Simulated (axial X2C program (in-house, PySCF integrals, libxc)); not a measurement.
Low determinants of TcS⁻ at the PBE0 level, non-relativistic

All values were computed with an in-house relativistic program for diatomic molecules. The Hamiltonian is the X2C one with the speed of light multiplied by 100, which is the non-relativistic limit. Basis: Tc dyall-av3z [12s11p8d3f2g], S dyall-av3z [9s8p3d2f] (cores contracted in-house); Gaussian nuclei, density fitting, unrestricted open shells. Masses: Tc 98.907 u, S 31.972 u.

Search at 2.140 Å (vertical energies from the lowest determinant):

```json
{"ΔE (eV)": "0.00", "state": "M_S = 0, Λ = 0", "electrons beyond evenly filled partner blocks": "π+β, π-β, δ+α, δ-α", "electrons in σ, π, δ, φ": "28 26 6 0"}
{"ΔE (eV)": "0.20", "state": "M_S = 0, Λ = 2", "electrons beyond evenly filled partner blocks": "σα, π+β, π-β, δ+α, δ+β, δ-α", "electrons in σ, π, δ, φ": "27 26 7 0"}
{"ΔE (eV)": "0.33", "state": "M_S = 1, Λ = 4", "electrons beyond evenly filled partner blocks": "σα, π+α, π+β, δ+α, δ+β, δ-α", "electrons in σ, π, δ, φ": "27 26 7 0"}
{"ΔE (eV)": "0.33", "state": "M_S = 1, Λ = 2", "electrons beyond evenly filled partner blocks": "σα, π+β, π-α, δ+α, δ+β, δ-α", "electrons in σ, π, δ, φ": "27 26 7 0"}
{"ΔE (eV)": "0.37", "state": "M_S = 0, Λ = 3", "electrons beyond evenly filled partner blocks": "π+β, δ+α, δ+β, δ-α", "electrons in σ, π, δ, φ": "28 25 7 0"}
{"ΔE (eV)": "0.46", "state": "M_S = 0, Λ = 1", "electrons beyond evenly filled partner blocks": "π-β, δ+α, δ+β, δ-α", "electrons in σ, π, δ, φ": "28 25 7 0"}
{"ΔE (eV)": "0.60", "state": "M_S = 1, Λ = 0", "electrons beyond evenly filled partner blocks": "2 × σα, π+β, π-β, δ+α, δ-α", "electrons in σ, π, δ, φ": "28 26 6 0"}
```

Lowest determinant, M_S = 0, Λ = 0 (beyond evenly filled blocks: π+β, π-β, δ+α, δ-α): Re = 2.133 Å, ωe = 477.4 cm⁻¹.

The determinant in row 2 of the search, M_S = 0, Λ = 2 (beyond evenly filled blocks: σα, π+β, π-β, δ+α, δ+β, δ-α), was followed along the bond at PBE0; measured from the minimum of the lowest determinant it gives:

Te = 0.196 eV (1580 cm⁻¹), Re = 2.151 Å, ωe = 458.5 cm⁻¹.

(1) Compare the bond of the determinant in row 2 with that of the lowest one.

The search compares states at one distance, so a state with another bond length can lie lower; it is not exhaustive and yields mostly the lowest determinant of each block pattern, so other components and higher states of one pattern are missing. These are energies of single determinants, not of spin-adapted states; PBE0 term energies can be off by some tenths of an eV, and the functional has no current term. The lowest determinant need not be the ground state where others lie within half an eV. For an anion, determinants above electron detachment are held by the basis set. The highest occupied level of some functionals is positive through self-interaction error; at Hartree–Fock it is bound. Row 1 is spin-contaminated (⟨S²⟩ = 2.37 against 0.00), so its values are not those of a pure state. Row 2 is spin-contaminated (⟨S²⟩ = 2.01 against 0.00), so its values are not those of a pure state. Row 1 has a positive highest level at its minimum. Row 2 has a positive highest level at its minimum.

## Answers

(1) At PBE0 its Re is 0.018 Å longer and its force constant, which goes as ωe², is 0.92 times that of the lowest determinant. This determinant mixes spin states, so it has no term energy of its own.
